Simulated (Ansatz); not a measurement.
Geometry optimisation, UKS B3LYP-D4/STO-3G in Ansatz 0.2.0.

Input:

```yaml
crystal:
  periodic: [false, false, false]
  atoms:
    - { symbol: O, position_ang: [-0.4777, -1.7302, 0.2121] }
    - { symbol: Si, position_ang: [0.4852, -0.6784, -0.609] }
    - { symbol: S, position_ang: [2.4408, -1.334, -0.3198] }
    - { symbol: "N", position_ang: [0.4129, 0.812, 0.178] }
    - { symbol: C, position_ang: [-0.901, 1.5147, 0.281] }
    - { symbol: F, position_ang: [-1.7491, 0.7811, 1.0438] }
    - { symbol: H, position_ang: [-1.1903, -1.2264, 0.7128] }
    - { symbol: H, position_ang: [0.161, -0.5364, -2.0366] }
    - { symbol: H, position_ang: [2.2892, -2.551, -0.7524] }
    - { symbol: H, position_ang: [0.7244, 0.6854, 1.1381] }
    - { symbol: H, position_ang: [-1.384, 1.7262, -0.6478] }
    - { symbol: H, position_ang: [-0.7345, 2.4817, 0.8338] }
magnetization:
  spin_polarized: true
basis:
  gaussian: { orbitals: STO-3G }
hamiltonian:
  xc: b3lyp
  dispersion: d4
relax:
  f_tol: 0.02
  max_steps: 40
```

Launched with:

```bash
$ ansatz run input.yaml --threads 1 --pin off --max-ram 2048MiB --backend cpu --events-out ev --progress --plain --runs-dir out
```

Question: Where does it end, and by what steps?

Answer: The run converged. The force dipped under the threshold on the way, but the program's further checks kept it going. Limits of this set-up: minimal basis. After 26 steps the energy has fallen by 0.973 eV; O1 moved furthest, 0.81 Å.

| step | energy less start (eV) | largest force component (eV/Å) | accepted |
| --- | --- | --- | --- |
| 0 | 0.0000 | 2.690 | yes |
| 1 | -0.6179 | 1.414 | yes |
| 2 | -0.7593 | 0.933 | yes |
| 3 | -0.8597 | 0.629 | yes |
| 4 | -0.9040 | 0.288 | yes |
| 5 | -0.9105 | 0.150 | yes |
| 6 | -0.9123 | 0.286 | yes |
| 7 | -0.9156 | 0.119 | yes |
| 8 | -0.9189 | 0.059 | yes |
| 9 | -0.9148 | 0.531 | no |
| 10 | -0.9245 | 0.045 | yes |
| 11 | -0.9287 | 0.332 | yes |
| 12 | -0.9326 | 0.408 | yes |
| 13 | -0.9503 | 0.124 | yes |
| 14 | -0.9440 | 0.650 | no |
| 15 | -0.9582 | 0.078 | yes |
| 16 | -0.9634 | 0.326 | yes |
| 17 | -0.9695 | 0.095 | yes |
| 18 | -0.9712 | 0.169 | yes |
| 19 | -0.9719 | 0.096 | yes |
| 20 | -0.9727 | 0.037 | yes |
| 21 | -0.9726 | 0.060 | no |
| 22 | -0.9728 | 0.008 | yes |
| 23 | -0.9729 | 0.015 | yes |
| 24 | -0.9730 | 0.046 | yes |
| 25 | -0.9731 | 0.022 | yes |
| 26 | -0.9731 | 0.019 | yes |

```xyz
12
Properties=species:S:1:pos:R:3
O -1.079 -1.434 -0.248
Si 0.425 -0.768 -0.652
S 2.151 -1.648 0.270
N 0.411 0.933 -0.065
C -0.887 1.385 0.463
F -1.466 0.431 1.401
H -1.371 -0.853 0.563
H 0.580 -0.838 -2.093
H 2.572 -2.235 -0.880
H 1.150 1.115 0.658
H -1.621 1.493 -0.374
H -0.788 2.363 0.991
```

Whether the end is a true minimum wasn't checked by a vibrational analysis.

Time of the run: 2.7 min on 1 thread of Arm Neoverse V2, with other jobs on the host, peak memory 0.24 GiB.
